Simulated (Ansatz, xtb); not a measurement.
## Two conformers of CH6BNS

Structure a: `CB(N)S`, a singlet. Structure b: `CB(N)S`, a singlet. Both are isolated molecules in the gas phase, relaxed with B3LYP-D3(BJ)/def2-SVP.

a (Å):

```yaml
atoms:
  - { symbol: C, position_ang: [-2.0695, 0.5390, -0.9322] }
  - { symbol: B, position_ang: [-0.9171, 0.8409, 0.1077] }
  - { symbol: N, position_ang: [-0.1799, 2.0322, 0.0633] }
  - { symbol: S, position_ang: [-0.5915, -0.4478, 1.3792] }
  - { symbol: H, position_ang: [-3.0326, 0.3812, -0.4180] }
  - { symbol: H, position_ang: [-1.8609, -0.3873, -1.4937] }
  - { symbol: H, position_ang: [-2.2072, 1.3524, -1.6632] }
  - { symbol: H, position_ang: [0.5654, 2.2715, 0.7053] }
  - { symbol: H, position_ang: [-0.3566, 2.7435, -0.6363] }
  - { symbol: H, position_ang: [0.4165, 0.1721, 2.0362] }
```

b (Å):

```xyz
10

C    -0.6114    0.2299   -1.3309
B     0.4155    0.5644   -0.1769
N     1.7633    0.8392   -0.4462
S    -0.1126    0.6098    1.5889
H     2.4535    1.0581    0.2623
H    -1.0640   -0.7644   -1.1761
H     2.1348    0.8349   -1.3881
H    -1.4431    0.9549   -1.3366
H    -0.1516    0.2378   -2.3329
H    -1.4097    0.3015    1.3742
```

Q: Which of the two would you expect CCSD(T)/def2-SVP + ΔMP2/def2-TZVPP electronic energies to favour?

A: Too close to call at this level: CCSD(T)/def2-SVP + ΔMP2/def2-TZVPP gives E(b) − E(a) = −0.34 kcal/mol.

The same difference at several levels:

```csv
level,geometry,E(b) − E(a) (kcal/mol),departure from the last row (kcal/mol),"job, with rough time for the two"
B3LYP-D3(BJ)/def2-SVP,B3LYP-D3(BJ)/def2-SVP,−0.29,+0.04,"optimisation, 3.3 min"
HF/def2-SVP,B3LYP-D3(BJ)/def2-SVP,−0.30,+0.04,part of the CCSD(T) run
MP2/def2-SVP,B3LYP-D3(BJ)/def2-SVP,−0.30,+0.03,part of the CCSD(T) run
CCSD(T)/def2-SVP,B3LYP-D3(BJ)/def2-SVP,−0.25,+0.09,single point
CCSD(T)/def2-SVP + ΔMP2/def2-TZVPP,B3LYP-D3(BJ)/def2-SVP,−0.34,,"single point, 28 s"
```

The largest departure from CCSD(T)/def2-SVP + ΔMP2/def2-TZVPP is that of CCSD(T)/def2-SVP, 0.09 kcal/mol. Levels run at GFN2-xTB geometries aren't shown. The last row adds to CCSD(T) the change of the MP2 difference between the two basis sets, here −0.09 kcal/mol.

With harmonic frequencies from B3LYP-D3(BJ)/def2-SVP (ideal gas, rigid rotor, one conformer each, 298.15 K, 1 atm): the zero-point term adds +0.08 kcal/mol; ΔH is −0.29 and ΔG +0.10 kcal/mol.

The correlated steps freeze 8 core orbitals. Programs: Ansatz 0.2.0; the last row on 2 threads of Intel(R) Xeon(R) Processor @ 2.50GHz (Skylake/Cascade Lake) on a shared host.
